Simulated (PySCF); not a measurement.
Unknowns

PySCF 2.14 calculation with GFN2-xTB geometry and σ from GIAO-PBE0/pcSseg-1; no relativistic terms, one conformer, rapidly exchanging positions averaged, no solvent.

Scale: $^{1}$H and $^{13}$C vs TMS (reference shieldings calculated alike). Where no couplings were computed, multiplicities follow the n + 1 count of equivalent neighbours, and m marks all less simple cases (inequivalent or close neighbours, rings, F or P nearby). Acid and N–H amide carbonyl carbons lie up to 10 ppm further downfield in solution (hydrogen bonding). Shifts are as computed. Against solution values, carbons near 30 ppm lie about +3 ppm off and those near 130 ppm about +5 ppm; carbons on Cl a further +6 ppm. Of 1211 compounds with measured shifts, 218 miss one by over three times the rms of a fit or turn the order of signals round; such compounds aren't used in these exercises. Carbons bonded to Cl come out too deshielded. OH and NH positions are gas-phase values without hydrogen bonding to other molecules.

Q: C7H4ClN. $^{1}$H NMR (300 MHz, computed): δ 7.05 (s, 1H), 6.80 (br s, 1H), 6.53 (br s, 1H), 6.47 (s, 1H). $^{13}$C{$^{1}$H} NMR (computed): δ 154.9 (C), 152.8 (CH), 150.1 (C), 138.8 (CH2), 130.9 (CH), 119.0 (C), 113.7 (C). What is it?

A: SMILES C=C1C=C(Cl)C=C1C#N. Rings plus π bonds: 6 (1 ring in the answer). 7 carbon signals for 7 carbons: no two carbons are equivalent. Carbon types of the structure: 4 × C, 2 × CH, 1 × CH2, which accounts for all hydrogens. δC 154.9, 150.1, 113.7: fully substituted alkene carbon; as expected for a trigonal carbon in a double bond. δC 152.8, 130.9: alkene CH; as expected for a trigonal carbon in a double bond. δC 138.8: terminal =CH2 carbon; as expected for a trigonal carbon in a double bond. δC 119.0: nitrile carbon; typical of a nitrile.

The shifts were computed for this structure.

Q: C7H6O3. $^{1}$H NMR (400 MHz, computed): δ 7.96 (d, 1H), 7.74 (s, 1H), 7.68 (m, 1H), 7.40 (d, 1H), 6.36 (br s, 1H), 4.58 (br s, 1H). $^{13}$C{$^{1}$H} NMR (computed): δ 171.0 (C), 163.7 (C), 135.4 (CH), 134.2 (C), 127.7 (CH), 125.6 (CH), 121.3 (CH). What is it?

A: SMILES c1ccc(C(=O)O)cc1O. Rings plus π bonds: 5 (1 ring in the answer). 7 carbon signals for 7 carbons: no two carbons are equivalent. Carbon types of the structure: 3 × C, 4 × CH, leaving 2 H on heteroatoms. δC 171.0: carboxylic acid carbon; it is a carbonyl in resonance with an O or N lone pair, the region of acids, esters and amides. δC 163.7: aromatic carbon bearing oxygen; an ipso carbon deshielded by its heteroatom. δC 135.4, 127.7, 125.6, 121.3: aromatic CH. δC 134.2: substituted aromatic carbon.

The data come from this structure; uniqueness wasn't tested.
